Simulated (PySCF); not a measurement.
Polarisability and C₆ of Xe²⁺ (xenon, charge +2)

[Kr] 4d10 5s2 5p4, high-spin 3P determinant. Calculation: PySCF 2.14, in aug-cc-pwCVTZ-DK3 (10s9p7d4f1g, 109 functions); scalar relativity by spin-free X2C-1e. Coupled (time-dependent) response in atomic units; α is the mean over directions.

| method | mean α (bohr³) | α xx, yy, zz | C₆ (like pair) | S(−4) |
| --- | --- | --- | --- | --- |
| LC-wPBE | 12.67 | 12.63, 12.75, 12.63 | 91.14 | 26.70 |

S(−4) is the Cauchy moment in α(ω) = α(0) + S(−4) ω² + …

Spin-orbit coupling is absent.

α(iu) at LC-wPBE:

| u (hartree) | α(iu) (bohr³) |
| --- | --- |
| 0 | 12.67 |
| 0.0500 | 12.60 |
| 0.100 | 12.41 |
| 0.200 | 11.70 |
| 0.300 | 10.69 |
| 0.500 | 8.459 |
| 0.750 | 6.150 |
| 1.00 | 4.574 |
| 1.50 | 2.823 |
| 2.00 | 1.960 |
| 3.00 | 1.155 |
| 5.00 | 0.5653 |

A single London oscillator, α(iu) = α/(1 + u²/ω²), gives C₆ = (3/4) ω α². Matching the computed C₆ needs ω = 4 × 91.14 / (3 × 12.67²) = 0.757 hartree.

For an ion, C₆ is the dispersion term alone; charge-induced terms of lower order in 1/R come first.

The components differ because the open shell of this determinant is not spherical; for a pure term their mean is the scalar polarisability.
